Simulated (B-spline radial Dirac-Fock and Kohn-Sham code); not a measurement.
**How the binding energies of V¹⁹⁺ add up**

System: the V¹⁹⁺ ion in the configuration [He] 2s2; nuclear rms radius 3.6002 fm (A = 51).

Calculated with a radial finite-basis atomic code, using relaxed Dirac-Fock hole states (ΔSCF) with Breit and QED corrections and a finite nucleus. Correlation energy is missing from these numbers. Energies are counted from the vacuum level.

All terms are in eV, carry their sign (relaxation lowers the binding energy) and add up to the binding energy; ⟨r⟩ is the mean radius of the orbital in the initial state.

| subshell | −ε (Koopmans) | relaxation | Gaunt | retardation | QED | binding energy | ⟨r⟩ (bohr) |
| --- | --- | --- | --- | --- | --- | --- | --- |
| K (1s) | 6622.5 | -4.64 | -4.61 | 0.04 | -2.39 | 6610.9 | 0.066 |
| L1 (2s) | 1481.2 | -0.29 | -0.46 | 0.04 | -0.28 | 1480.2 | 0.277 |

For the deepest level, K (1s), the Breit terms make up -0.069 % of the binding energy, QED -0.036 % and orbital relaxation -0.070 %.

Going to the tabulated ground configuration of the next ion removes an electron from L1 (2s), computed at 1480.2 eV. NIST lists 1486.7 ± 0.5 eV as the ionisation energy of this species (semi-empirical), +6.51 eV from the computed value.
